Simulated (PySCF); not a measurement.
# TDDFT excited states: CH8GaNS

Species: CH₈GaNS.
Z-matrix (Å and degrees, PBE0-D3(BJ)/def2-SVP geometry), rows numbered from 1:
```
C 
S   1  1.8246
Ga  2  2.2488  1  102.04
N   3  2.1547  2   97.37  1    90.45
H   1  1.0992  2  111.60  3    40.64
H   1  1.1007  2  112.05  3   -81.72
H   1  1.0993  2  107.82  3   159.57
H   3  1.5735  2  113.85  1  -166.11
H   3  1.5772  2  114.89  1   -14.54
H   4  1.0203  3  115.89  2   179.29
H   4  1.0203  3  107.75  2    57.84
H   4  1.0199  3  109.32  2   -58.12
```

Theory: PySCF, TDDFT B3LYP/def2-SVPD, vertical, gas phase, core orbitals frozen in the response. Relativistic effects, spin–orbit coupling among them, are left out although an element past zinc is present.

List the vertical singlet excitations with oscillator strengths and describe the spectrum.

| state | E (eV) | λ (nm) | ν̃ (cm⁻¹) | f | main configurations (H = HOMO, L = LUMO) |
| --- | --- | --- | --- | --- | --- |
| S1 | 4.51 | 274.9 | 36380 | 0.050 | H→L (99%) |
| S2 | 5.32 | 233.0 | 42920 | 0.0096 | H→L+1 (90%) |
| S3 | 5.43 | 228.4 | 43780 | 0.0028 | H-1→L (96%) |
| S4 | 5.62 | 220.7 | 45320 | 0.036 | H→L+2 (65%), H→L+3 (29%) |
| S5 | 5.86 | 211.7 | 47230 | 0.0011 | H→L+3 (65%), H→L+2 (31%) |
| S6 | 6.13 | 202.3 | 49430 | 0.016 | H→L+4 (92%) |
| S7 | 6.13 | 202.3 | 49440 | 0.010 | H-2→L (96%) |
| S8 | 6.38 | 194.2 | 51490 | 0.0007 | H→L+5 (83%), H-1→L+1 (12%) |
| S9 | 6.46 | 191.9 | 52100 | 0.035 | H-1→L+1 (75%), H→L+5 (13%), H-1→L+2 (8%) |
| S10 | 6.65 | 186.4 | 53650 | 0.042 | H→L+6 (94%) |

Triplets (Tamm–Dancoff): T1 4.31 eV, H→L (98%); T2 5.02 eV, H→L+1 (73%), H→L+2 (12%); T3 5.27 eV, H→L+2 (58%), H→L+1 (16%), H→L+3 (12%); T4 5.35 eV, H-1→L (91%).

The lowest singlet lies at 4.51 eV (275 nm, ultraviolet) and is of moderate strength; its leading configuration is HOMO→LUMO (99%). The lowest level is also the most intense of those listed (f = 0.050). S6/S7 lie within about 0.01 eV of each other. Löwdin shares by element: HOMO sulfur 74%, carbon 11%, gallium 6%; LUMO hydrogen 28% or more, gallium 26%, nitrogen 15% (atoms not listed hold the other 30%). Of the 10 states listed, 6 reach f = 0.01 and none stays under 0.0005. Orbital energies (eV): HOMO-3 -9.13, HOMO-2 -7.72, HOMO-1 -6.95, HOMO -5.94, LUMO -0.77, LUMO+1 0.38, LUMO+2 0.59. The listed states span 2.14 eV, and the widest gap between neighbours is 0.81 eV (S1 to S2). All these states lie below the vertical ionisation energy of 8.26 eV (ΔSCF). The window holds the lowest 10 singlets.

One conformer stands for the species.
